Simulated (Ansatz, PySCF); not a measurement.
System: BCl (charge +1, doublet). 
Structure (B3LYP-D3(BJ)/def2-TZVP (Ansatz, a program for electronic structure) minimum search):
```xyz
2

B      0.0000     0.0000    -1.2365
Cl     0.0000     0.0000     0.3637
```
Charge +1, spin multiplicity 2.

Wanted: vertical ionisation energy (to the singlet state of charge +2; each state is the SCF solution reached for its spin; for the singlet T1 is 0.025), in eV. Cores are frozen in the correlated levels unless marked. Open shells are spin-unrestricted. Spin-orbit coupling is left out. No relativistic terms. CBS marks a two-point X^-3 extrapolation of the correlation energy; Hartree-Fock from the larger set.

| level | program | vertical ionisation energy (eV) | minus last row |
|---|---|---|---|
| SVWN5/def2-TZVPD | Ansatz | 20.39 | -0.15 |
| PBE0/def2-TZVPD | Ansatz | 20.69 | 0.15 |
| CCSD/CBS(aug-cc-pV(T+d)Z,aug-cc-pV(Q+d)Z) | Ansatz | 20.63 | 0.09 |
| CCSD(T)/aug-cc-pV(D+d)Z | Ansatz | 20.39 | -0.15 |
| CCSD(T)/aug-cc-pV(Q+d)Z | Ansatz | 20.50 | -0.04 |
| CCSD(T)/CBS(def2-TZVPPD,def2-QZVPPD) | Ansatz | 20.54 | 0.00 |
| CCSD(T)/CBS(aug-cc-pV(T+d)Z,aug-cc-pV(Q+d)Z) | Ansatz | 20.54 | 0.00 |

For comparison, minus the highest occupied orbital energy (PySCF): 15.74 eV at BLYP/def2-TZVPD, 18.57 eV at M06-2X/def2-TZVPD, 16.80 eV at TPSSh/def2-TZVPD.
